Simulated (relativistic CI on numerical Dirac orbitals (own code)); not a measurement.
## Ni3+: 2p photoemission

Computed with this model: Dirac-Coulomb-Breit CI, orbitals from a KLI potential per configuration, model QED (radiative potential, 1s self-energy scaled to tabulated hydrogen-like ionisation energies), valence Slater integrals scaled by 0.7, multiplet model of photoemission in the sudden approximation; configurations [Ar] 3d7 → [He] 2s2 2p5 3s2 3p6 3d7; 300 K; Lorentzian 0.5 eV and Gaussian 0.6 eV FWHM. Energies are those of the free ion, without screening or charge transfer. The energies are binding energies and can lie tens of eV above those of solids. S is read from ⟨S²⟩ = S(S + 1).

Field parameters in Wybourne normalisation: D3d B²₀ = −7Dσ, B⁴₀ = −14Dq − 21Dτ, B⁴₃ = −14√(10/7) Dq; D4h B²₀ = −7Ds, B⁴₀ = 21(Dq − Dt), B⁴₄ = 21√(5/14) Dq; Oh B⁴₀ = 21Dq, B⁴₄ = √(5/14) B⁴₀. The field is a parameter set, without covalency.

Computed curve for D4h, 10Dq = 9800, Ds = 2140, Dt = -190 cm⁻¹, scaled to 100 at the maximum (points under 2 are left out and the grid is thinned):

```
Energy (eV)  Intensity
      908.9        2.1
      909.4        3.0
      909.9        4.6
      910.4        8.4
      910.9       23.3
      911.4       78.4
      911.9       90.3
      912.4       61.4
      912.9       88.7
      913.4       85.9
      913.9       60.6
      914.4       44.7
      914.9       30.1
      915.4       20.9
      915.9       18.0
      916.4       18.2
      916.9       20.3
      917.4       18.8
      917.9       16.4
      918.4       11.4
      919.0        5.9
      919.5        3.8
      920.0        3.0
      920.5        2.2
      928.5        2.9
      929.0        5.1
      929.5       13.8
      930.0       43.5
      930.5       54.2
      931.0       71.7
      931.5       61.9
      932.0       32.6
      932.5       17.7
      933.0       12.7
      933.5       11.1
      934.0        9.0
      934.5        5.8
      935.0        4.0
      935.5        2.9
      936.0        2.0
```

The ground state has S = 1.50, and the centroid lies at 919.42 eV.
